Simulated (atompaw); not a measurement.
Varying the PAW (atompaw) potential for platinum

Base potential:

- Element: Pt
- Generator: atompaw 4.2.0.5
- Type: PAW
- Functional: LDA (PW92)
- Relativity: scalar-relativistic
- Frozen core: [Kr] 4d10 4f14
- Valence charge: 18
- Reference configuration: 5s2 5p6 5d9 6s0.75 6p0.25
- Partial waves: 5s (bound): rc 1.75 bohr; 6s (bound): rc 1.40 bohr; 5p (bound): rc 1.65 bohr; 6p (bound): rc 1.60 bohr; 5d (bound): rc 2.45 bohr; 5d channel at 0.1 Ry: rc 2.45 bohr
- Local potential: troulliermartins scheme with l = 3 at 0 Ry, radius 2.15 bohr
- Core correction: smooth core density matched at 2.10 bohr
- Augmentation charge: sinc compensation charge, radius 2.35 bohr; PAW radius 2.45 bohr; waves and projectors: custom polynom2 7 10 vanderbiltortho

All-electron outer shells of the reference configuration (LDA (PW92), scalar-relativistic, ld1.x):

```tsv
shell	level (eV)	outermost node (bohr)	outermost maximum (bohr)
4d	-307.32	0.20	0.42
5s	-102.75	0.49	0.87
4f	-71.04	–	0.38
5p	-56.84	0.53	0.98
5d	-6.90	0.57	1.26
6s	-6.37	1.14	2.35
6p	-1.30	1.36	3.55
```

Cutoffs, loose and tight: the cutoffs (Ry, on a coarse ladder) from which the occupation-weighted sum of valence levels, in a spherical-Bessel basis at the reference potential, stays within 10 and 1 mRy of its value at 400 Ry. They see the waves, projectors and local potential, not the compensation charge or the core. A dash means not determined.

```csv
change,outcome,"cutoff, loose","cutoff, tight",bound ghosts
base,generated,40 Ry,140 Ry,none
wave 5d channel at 0.1 Ry: rc 2.45 bohr becomes 5d channel at -0.08 Ry: rc 2.45 bohr,generated,40 Ry,140 Ry,none
"local potential troulliermartins scheme with l = 3 at 0 Ry, radius 1.14 bohr",failed: atompaw: The overlap operator has at least one negative eigenvalue!,–,–,–
"all radii scaled by about 0.88 (s 1.54, p 1.44, d 2.14 bohr); local potential troulliermartins scheme with l = 3 at 0 Ry, radius 1.88 bohr; augmentation sinc compensation charge, radius 2.06 bohr; PAW radius 2.14 bohr; waves and projectors: custom polynom2 7 10 vanderbiltortho; core correction smooth core density matched at 1.84 bohr",generated,55 Ry,230 Ry,none
wave 5s (bound): rc 1.75 bohr becomes 5s (bound): rc 1.98 bohr,generated,40 Ry,140 Ry,none
"augmentation sinc compensation charge, radius 2.35 bohr; PAW radius 2.45 bohr; waves and projectors: custom polynom gramschmidtortho",failed: atompaw: The overlap operator has at least one negative eigenvalue!,–,–,–
core correction smooth core density matched at 1.08 bohr,generated,40 Ry,140 Ry,none
reference 5s2 5p6 5d8 6s0 6p0,generated,40 Ry,140 Ry,none
"augmentation besselshape compensation charge, radius 2.35 bohr; PAW radius 2.45 bohr; waves and projectors: custom polynom2 7 10 vanderbiltortho",generated,40 Ry,140 Ry,none
```

Problem. What comes out with this change to the base: waves 5s (bound); 6s (bound); 5p (bound); 6p (bound); 5d (bound); 5d channel at 0.1 Ry; augmentation sinc compensation charge, radius 2.35 bohr; PAW radius 2.45 bohr; waves and projectors: bloechl?

Solution. outcome: generated; cutoff, loose: 40 Ry; cutoff, tight: 60 Ry; bound ghosts: none.
